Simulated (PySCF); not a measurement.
# Diatomic anions of H with the fifth-period p block

CCSD(T) with double-zeta basis sets in PySCF, for the lowest determinant that a PBE0 search found; no spin–orbit coupling. De refers to high-spin ground-configuration atoms (the charge goes to the atom of lower measured ionisation energy or higher electron affinity, which is not always the lowest computed limit).

```csv
M,basis,"reference, frozen orbitals",charged atom,state (unpaired electrons),Re (Å),ωe (cm⁻¹),De (eV)
Sn,aug-cc-pVDZ-PP/aug-cc-pVDZ,"UHF, 4",Sn−,triplet (π ↑↑),1.822,1489,2.41
Sb,aug-cc-pVDZ-PP/aug-cc-pVDZ,"UHF, 4",Sb−,doublet (π ↑),1.743,1783,n/a
Te,aug-cc-pVDZ-PP/aug-cc-pVDZ,"RHF, 4",Te−,singlet (closed shell),1.675,2047,n/a
I,aug-cc-pVDZ/aug-cc-pVDZ-PP,"UHF, 4",I−,doublet (σ ↑),2.463,434,0.17
```

The shortest bond is that of TeH⁻ (1.675 Å), the longest that of HI⁻ (2.463 Å).

The state changes along the series, so neighbouring rows are not always alike in their bonding.

Correlated steps freeze 4 core orbitals. Weak bonds: HI⁻. Basis-set superposition, not corrected here, can be much of De in a small basis, most of all at correlated wavefunction levels. Spin–orbit coupling is left out, which matters for elements this heavy, above all for dissociation energies. For an ion De counts to the pair picked by the measured ionisation energies or electron affinities, which need not be the lowest pair at this level. States were picked by a PBE0 search and need not be the measured ground states.
